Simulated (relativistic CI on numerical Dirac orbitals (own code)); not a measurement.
# Re⁵⁺: 5p photoemission

Computed with this model: Dirac-Coulomb-Breit CI, separate exchange-only KLI orbitals for each configuration, model QED (radiative potential, 1s self-energy scaled to tabulated hydrogen-like ionisation energies), valence Slater integrals scaled by 0.9, multiplet model of photoemission in the sudden approximation; configurations [Xe] 4f14 5d2 → [Kr] 4d10 4f14 5s2 5p5 5d2; 300 K; Lorentzian 1.5 eV and Gaussian 0.6 eV FWHM. Energies are those of the free ion, without screening or charge transfer. The energies are binding energies and can lie tens of eV above those of solids. S is read from ⟨S²⟩ = S(S + 1).

Field parameters in Wybourne normalisation: D4h B²₀ = −7Ds, B⁴₀ = 21(Dq − Dt), B⁴₄ = 21√(5/14) Dq. The field is a parameter set, without covalency.

free ion: ground-state S = 0.94, centroid 114.60 eV. Peaks (eV, height): 109.8 (100), 116.0 (21), 118.6 (14), 123.6 (41), 131.0 (27).

D4h, 10Dq = 43950, Ds = 490, Dt = -400 cm⁻¹: ground-state S = 0.98, centroid 114.72 eV. Peaks (eV, height): 108.2 (100), 109.8 (98), 120.2 (30), 124.0 (40), 126.2 (21), 133.2 (12).

Strongest unbroadened transitions for free ion:

```tsv
Energy (eV)	Relative strength
107.79	40.2
108.02	62.4
108.66	46.7
109.47	52.1
109.63	63.6
110.10	100.0
110.62	4.0
111.07	17.7
111.59	19.2
113.09	8.2
115.67	14.6
116.23	28.4
118.46	3.1
118.63	19.4
123.45	4.6
123.71	92.2
130.93	51.3
131.00	12.0
```
